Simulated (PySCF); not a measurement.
FMg (SMILES [F][Mg]), doublet, geometry from GFN2-xTB (such geometries of metal compounds can be far from the true shape) (the spin is typed, not shown lowest).

PySCF was given this input:
```python
from pyscf import gto, scf, dft

mol = gto.M(
    atom='''
Mg   -0.000000   -0.000000   -0.741648
F     0.000000    0.000000    0.988863
''',
    basis='cc-pvtz',
    charge=0,
    spin=1,
    verbose=4,
)

mf = dft.UKS(mol)
mf.xc = 'r2scan'
mf.kernel()
mf.analyze()
```

**Question.** What does this run give for the nuclear repulsion energy, HOMO energy?

**Answer.** 
```yaml
nuclear_repulsion_energy: 33.0256 Eh
HOMO energy: -5.00 eV
```

These values belong to the state on which the SCF converged, which isn't shown to be the lowest.
